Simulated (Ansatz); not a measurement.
C₂H₅AlF₂O. Charge 0, multiplicity 1. The bonds changed during the relaxation, so this is another structure than the one it started from. The geometry is a stationary point of PBE0-D4/def2-TZVP. It is one conformer, not always the lowest.

```xyz
11

O     0.729   -1.963    0.057
C    -0.190   -1.432   -0.481
F    -1.364   -2.082   -0.587
F    -1.322    0.870    1.725
C    -0.249   -0.070   -1.022
Al   -0.310    1.225    0.473
H     1.346   -0.057    1.197
H     0.685    0.150   -1.545
H    -1.096    0.073   -1.693
H     0.302    2.668    0.350
H     1.469    0.619    1.526
```

What is the dipole moment at r2SCAN/def2-TZVPP? (Estimate.)

Ansatz gave: 3.20 D, with components (1.02, 2.48, -1.75) D in this frame, pointing from negative to positive charge.

And with PBE, B3LYP, ωB97M-V? (Best estimate.)

Ansatz gave: PBE 3.10 D, B3LYP 3.30 D, ωB97M-V 3.25 D.

Give the Mulliken charges with r2SCAN, B3LYP, ωB97M-V in def2-TZVPP. (An estimate is asked.)

Computed: 
```csv
atom,r2SCAN,B3LYP,ωB97M-V
O1,-0.31,-0.28,-0.29
C2,0.37,0.34,0.35
F3,-0.18,-0.18,-0.17
F4,-0.35,-0.35,-0.34
C5,-0.34,-0.36,-0.43
Al6,0.63,0.62,0.58
H7,0.09,0.09,0.11
H8,0.11,0.13,0.15
H9,0.09,0.11,0.12
H10,-0.14,-0.13,-0.10
H11,0.02,0.01,0.02
```

B3LYP here is the variant with VWN-RPA as its local correlation; programs differ in this.
